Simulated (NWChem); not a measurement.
System: SiHCl2F; SMILES F[SiH](Cl)Cl

```xyz
5

Si     0.3862     0.4128     0.0000
F      1.7874    -0.3769     0.0000
Cl    -0.6476    -0.1328     1.6691
Cl    -0.6476    -0.1328    -1.6691
H      0.6500     1.8625     0.0000
```
Atoms are numbered in this order, from 1.

All runs: NWChem. All runs use the structure optimised with PBE0/def2-SVP. Level: PBE0/def2-SVP with SMD (1 M gas to 1 M solution), gas-phase geometry. Reactions with the solvent are ignored.

For solvent water:

| Item | Result |
|---|---|
| solvation free energy (kcal/mol) | 0.5 |
| cavity-dispersion-structure term (kcal/mol) | 2.1 |
| dipole in solution (D) | 1.52 |

What are these values for solvent n-hexane?

The solvation free energy (kcal/mol) comes out as -2.6 and the cavity-dispersion-structure term (kcal/mol) is -1.9. The dipole in solution (D) is 1.33.
